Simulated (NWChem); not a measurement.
System: SiH$_{2}$BrCl; SMILES Cl[SiH2]Br

Input file for NWChem:

```
start job
memory heap 200 mb stack 900 mb global 1100 mb
geometry units angstroms noautoz
  Si    -0.837642     0.583665     0.000000
  Cl     0.504005     2.143280     0.000000
  Br     0.230692    -1.356560     0.000000
  H     -1.658690     0.662811     1.233126
  H     -1.658690     0.662811    -1.233126
end
basis spherical
  * library def2-svp
end
dft
  xc pbe0
  iterations 150
  mulliken
end
task dft energy
```

Structure relaxed at the PBE0/def2-SVP level.

Question: Predict the main results of this run. (PBE0/def2-SVP.) Quantities: energy (Ha); highest occupied level (eV); orbital gap (eV); dipole (D).

Answer: 
```
Property                       Result
---------------------------  --------
energy (Ha)                  -3324.02
highest occupied level (eV)     -8.60
orbital gap (eV)                 8.51
dipole (D)                       1.28
```
